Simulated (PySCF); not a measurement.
Compound: C6H9O2 (doublet state).
Z-matrix (Å and degrees, GFN2-xTB geometry), rows numbered from 1:
```
C 
C   1  1.4843
C   2  1.3773  1  123.41
C   3  1.5022  2  120.37  1     0.07
C   3  1.3853  2  119.94  1  -179.98
O   5  1.3635  3  121.40  2   180.00
C   6  1.3312  5  119.39  3  -179.98
O   7  1.2002  6  126.67  5     0.03
H   1  1.0921  2  110.85  3    59.02
H   1  1.0921  2  110.85  3   -59.25
H   1  1.0859  2  111.09  3   179.89
H   2  1.0788  1  117.95  3  -179.99
H   4  1.0888  3  110.24  2   -59.47
H   4  1.0889  3  110.23  2    59.58
H   4  1.0853  3  110.55  2  -179.94
H   5  1.0806  3  122.58  2    -0.00
H   7  1.1010  6  108.46  5  -179.98
```

The hyperfine couplings belong to this conformer and change with its torsions.

The species is `[CH](C)/C(=C/OC=O)C` [radical].

Method used: PySCF 2.14.0, UKS B3LYP, pcH-1 on C H O, non-relativistic, mean-field spin-orbit, GIAO. One conformer (not necessarily the lowest) at the GFN2-xTB geometry, without solvent, vibrations or thermal averaging. A GFN2-xTB geometry isn't a minimum of the functional, and hyperfine couplings can be far from their values at a DFT geometry. The SCF solution wasn't tested for stability. ⟨S²⟩ is 0.775 where a pure state has 0.75.

Largest spin populations (Mulliken): C2 (+0.63), C5 (+0.59) and C3 (-0.24). The positive populations add up to 1.37 and the negative ones to -0.37, together 2S = 1. The angles at C2 add up to 360.0°, so it is planar; its axial dipolar tensor and the negative coupling of its proton fit spin in a p orbital normal to that plane.

McConnell's relation a(H) = Q·ρ ties the coupling of a proton on a planar π carbon to the spin population of that carbon. What Q do the computed values give?

```
  H   C    ρ(C)  a(H) (G)  a/ρ (G)
H12  C2  +0.633    -14.15    -22.4
H16  C5  +0.588    -14.65    -24.9
```

A least-squares line through the origin gives Q = -23.5 G with Mulliken populations. In every row coupling and population have opposite signs.

How do the β-proton couplings of this frozen conformer go with θ, the angle between the C–H bond and the normal to the plane of the spin centre's three neighbours, both seen down the bond from centre to carbon?

| β H | on | centre | θ (°) | cos²θ | a (G) |
| --- | --- | --- | --- | --- | --- |
| H9 | C1 | C2 | 31 | 0.74 | +26.33 |
| H10 | C1 | C2 | 31 | 0.74 | +26.44 |
| H11 | C1 | C2 | 90 | 0.00 | +0.68 |

Fitting the Heller–McConnell form a = ρ(B0 + B2 cos²θ), with Mulliken ρ = 0.63, gives B0 = 1.1 G and B2 = 55.1 G; with only two distinct angles the two parameters are fixed exactly. By this fit the coupling would be 35.6 G at θ = 0° and 0.7 G at 90°.

What would the freely rotating methyl group on C1 show?

Three equal couplings, a 1:3:3:1 quartet. The mean of the three values of this geometry estimates the splitting: 17.8 G, or 49.9 MHz (three bonds 120° apart have a mean cos²θ of 1/2 at any torsion).

Couplings in gauss use g_iso = 2.0028.
